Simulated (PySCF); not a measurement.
Electron correlation in Co⁺ (cobalt, charge +1)

[Ar] 3d7 4p1, one real determinant (an excited configuration). All numbers are calculated (PySCF 2.14, no relativity, point nucleus, in def2-TZVPPD). Frozen: [Ar]; 8 electrons correlated.

MP2 pair energies summed by pair of shells (mhartree):

| pair | energy | share (%) |
| --- | --- | --- |
| 3d-3d | -180.49 | 93.7 |
| 3d-4p | -12.06 | 6.3 |

Total MP2 correlation energy: -192.56 mhartree.

Same-spin part -85.70 and opposite-spin part -106.86 mhartree; SCS-MP2 scales them by 1/3 and 6/5 to -156.80 mhartree.

The reference is one real determinant that mixes LS terms of this configuration.
